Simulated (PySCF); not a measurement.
A computed series [MF4]−

Computed with PySCF 2.14.0, PBE0, def2-SVP on the ligands, density fitting, scalar-relativistic core potentials, no spin-orbit coupling, vacuum. Each member is relaxed from one template within its symmetry. Distances are means of the shortest metal–ligand contacts, charges and spins Mulliken's; removal energies are rigid, with the ligand's formal charge and no counterpoise, so too large; for an anion taken off a cation in vacuum most of it is the attraction of opposite charges, and multiply charged cations can part far more cheaply with an electron moved from ligand to metal. lcecp potentials hold a fixed number of 4f electrons in the core, out of states, spins and gaps.

```json
{"metal": "La", "basis on the metal": "lcecp-1-SVP with ECP46", "point group": "Td", "M–F (Å)": "2.196", "charge on M (e)": "1.14", "removal of one F (eV)": "6.28", "strongest infrared band, degenerate modes summed (cm⁻¹)": "486", "unstable modes (below −25 cm⁻¹)": "0"}
{"metal": "Ce", "basis on the metal": "lcecp-1-SVP with ECP47", "point group": "Td", "M–F (Å)": "2.178", "charge on M (e)": "1.13", "removal of one F (eV)": "6.33", "strongest infrared band, degenerate modes summed (cm⁻¹)": "480", "unstable modes (below −25 cm⁻¹)": "0"}
{"metal": "Eu", "basis on the metal": "lcecp-1-SVP with ECP52", "point group": "Td", "M–F (Å)": "2.106", "charge on M (e)": "1.06", "removal of one F (eV)": "6.56", "strongest infrared band, degenerate modes summed (cm⁻¹)": "508", "unstable modes (below −25 cm⁻¹)": "0"}
{"metal": "Tb", "basis on the metal": "lcecp-1-SVP with ECP54", "point group": "Td", "M–F (Å)": "2.082", "charge on M (e)": "1.05", "removal of one F (eV)": "6.66", "strongest infrared band, degenerate modes summed (cm⁻¹)": "516", "unstable modes (below −25 cm⁻¹)": "0"}
{"metal": "Ho", "basis on the metal": "lcecp-1-SVP with ECP56", "point group": "Td", "M–F (Å)": "2.058", "charge on M (e)": "1.04", "removal of one F (eV)": "6.74", "strongest infrared band, degenerate modes summed (cm⁻¹)": "520", "unstable modes (below −25 cm⁻¹)": "0"}
{"metal": "Tm", "basis on the metal": "lcecp-1-SVP with ECP58", "point group": "Td", "M–F (Å)": "2.037", "charge on M (e)": "1.03", "removal of one F (eV)": "6.82", "strongest infrared band, degenerate modes summed (cm⁻¹)": "520", "unstable modes (below −25 cm⁻¹)": "0"}
{"metal": "Lu", "basis on the metal": "lcecp-1-SVP with ECP60", "point group": "Td", "M–F (Å)": "2.022", "charge on M (e)": "0.99", "removal of one F (eV)": "6.92", "strongest infrared band, degenerate modes summed (cm⁻¹)": "523", "unstable modes (below −25 cm⁻¹)": "0"}
{"metal": "Bi", "basis on the metal": "def2-SVP with ECP60", "point group": "Td", "M–F (Å)": "2.142", "charge on M (e)": "1.29", "removal of one F (eV)": "4.88", "strongest infrared band, degenerate modes summed (cm⁻¹)": "464", "unstable modes (below −25 cm⁻¹)": "0"}
```

(1) A further member has point group Td, M–F (Å) 2.131, charge on M (e) 1.06, removal of one F (eV) 6.42, strongest infrared band, degenerate modes summed (cm⁻¹) 496, unstable modes (below −25 cm⁻¹) 0. Which metal is it?

One start shape was tried for each, so a minimum needn't be the lowest isomer.

Results:

(1) Nd, lcecp-1-SVP with ECP49. This is one of several that fit.
